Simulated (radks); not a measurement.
Q: Bi+, 82 electrons, occupied as [Xe] 4f13.5 5d10 6s2 6p2.5 (fractional occupations, a model configuration). Method: Dirac Kohn-Sham, PBE, spin-unpolarised, spherical densities, point nucleus; open shells fill j = l - 1/2 first; computed with a radial shooting solver on a logarithmic mesh with Libxc functionals. Some entries of the table are withheld. Estimate them.

orbital,occ.,eigenvalue (Ry),<1/r> (bohr^-1)
1s1/2,2,-6654.573,103.4
2s1/2,2,-1195.653,25.61
2p1/2,2,-1148.611,(1)
2p3/2,4,-978.0907,(2)
3s1/2,2,-289.6829,9.385
3p1/2,2,-268.4731,(3)
3p3/2,4,-230.2924,(4)
3d3/2,4,-195.6270,7.803
3d5/2,6,-187.5367,7.497
4s1/2,2,-67.47767,3.995
4p1/2,2,(5),3.884
4p3/2,4,(6),3.406
4d3/2,4,-33.84916,3.212
4d5/2,6,-32.08248,3.105
4f5/2,6,-12.67139,2.782
5s1/2,2,-12.48191,1.682
4f7/2,7.5,-12.26229,2.741
5p1/2,2,-9.26278,1.562
5p3/2,4,-7.40879,1.386
5d3/2,4,-2.89280,1.113
5d5/2,6,-2.66063,1.072
6s1/2,2,-1.66724,0.6172
6p1/2,2,-0.99258,0.5061
6p3/2,0.5,-0.81371,0.4437

A: 
(1) 2p1/2 <1/r> (bohr^-1): 25.54
(2) 2p3/2 <1/r> (bohr^-1): 20.24
(3) 3p1/2 <1/r> (bohr^-1): 9.290
(4) 3p3/2 <1/r> (bohr^-1): 7.903
(5) 4p1/2 eigenvalue (Ry): -58.26006
(6) 4p3/2 eigenvalue (Ry): -48.81497
